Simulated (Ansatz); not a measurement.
Born–Oppenheimer molecular dynamics of AlClF$_{2}$H$_{2}$ (6 atoms, charge 0, multiplicity 1). It starts at the highest image of a converged band, a first-order saddle point between two minima.

The calculation used Ansatz, RKS PBE0-D4/def2-SVPD.

```yaml
ensemble: NVE (velocity Verlet)
time_step: 0.5 fs
steps_asked: 200
starting_velocities_drawn_for: 100 K
seed: 5186
```

First frame:

```xyz
6
Properties=species:S:1:pos:R:3
Al 0.014 -0.405 -0.076
Cl 0.043 0.071 2.271
F 1.452 0.117 -0.735
F -1.452 0.102 -0.680
H 0.038 -1.913 0.573
H 0.048 -1.237 1.683
```

Q: How far do the bonds stretch over the last three quarters of this one trajectory? (Pairs bonded in most of those frames.)

A: 
| bond | mean (Å) | spread (Å) | shortest | longest |
| --- | --- | --- | --- | --- |
| Al1–Cl2 | 2.116 | 0.107 | 1.92 | 2.29 |
| Al1–F3 | 1.670 | 0.043 | 1.60 | 1.75 |
| Al1–F4 | 1.668 | 0.031 | 1.61 | 1.72 |
| H5–H6 | 0.774 | 0.051 | 0.70 | 0.88 |

Mean temperature of the second half: 1511 K. The conserved energy stayed within 0.41 meV per atom of its start (net change -0.068 meV per atom), so the integration is sound. The kinetic energy rose, since the run started high on the potential surface and went downhill. It ends in pieces (AlClF2 + H2), so much of that is their flight and rotation, not heat. A run of 0.1 ps of so small a system gives no equilibrium averages. The orbitals stay closed-shell, which can raise the energy where a bond breaks towards radicals; this wasn't checked here.

The run took 4.4 min on 4 threads of Arm Neoverse V1, with other jobs on the host, peak memory 0.24 GiB.
